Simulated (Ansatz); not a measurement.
`[F][Ga]([F])[O][SiH3]` and `C[S][Ga]([F])[F]` differ in one atom or group.

Ansatz, PBE0-D4/def2-TZVP geometries, multiplicity 1. Each molecule was computed in one conformer, which needn't be the lowest.

Scalar relativity is left out up to krypton.

| property | `[F][Ga]([F])[O][SiH3]` |
| --- | --- |
| LUMO energy (PBE/def2-TZVPP) / eV | -2.96 |
| HOMO–LUMO gap (PBE0/def2-TZVPP) / eV | 7.30 |
| HOMO–LUMO gap (PBE/def2-TZVPP) / eV | 4.86 |
| ideal-gas entropy at 298 K and 1 bar (rigid rotor, harmonic PBE0-D4/def2-TZVP) / J/(mol·K) | 388 |
| size of the dipole moment (B3LYP/def2-TZVPP) / D | 1.47 |
| HOMO energy (ωB97M-V/def2-TZVPP) / eV | -11.55 |

(1) What does the change do to each property? (Best estimate.)

## Answers

(1) Ansatz gave: 
```
                                                                                  property  `C[S][Ga]([F])[F]`  shift
                                                         LUMO energy (PBE/def2-TZVPP) / eV               -2.40   0.56
                                                      HOMO–LUMO gap (PBE0/def2-TZVPP) / eV                6.43  -0.87
                                                       HOMO–LUMO gap (PBE/def2-TZVPP) / eV                4.24  -0.62
ideal-gas entropy at 298 K and 1 bar (rigid rotor, harmonic PBE0-D4/def2-TZVP) / J/(mol·K)                 382     -6
                                          size of the dipole moment (B3LYP/def2-TZVPP) / D                3.19   1.72
                                                     HOMO energy (ωB97M-V/def2-TZVPP) / eV              -10.06   1.49
```

With PBE0 the HOMO rises by 1.37 eV and the LUMO rises by 0.51 eV, so the gap narrows by about 0.86 eV. PBE moves the HOMO by 1.17 eV and ωB97M-V by 1.49 eV. Dipoles are sizes alone; their direction can turn. Modes under 60 cm⁻¹, often nearly free rotors, make the harmonic entropy too high.

B3LYP here is the variant with VWN-RPA as its local correlation; programs differ in this.
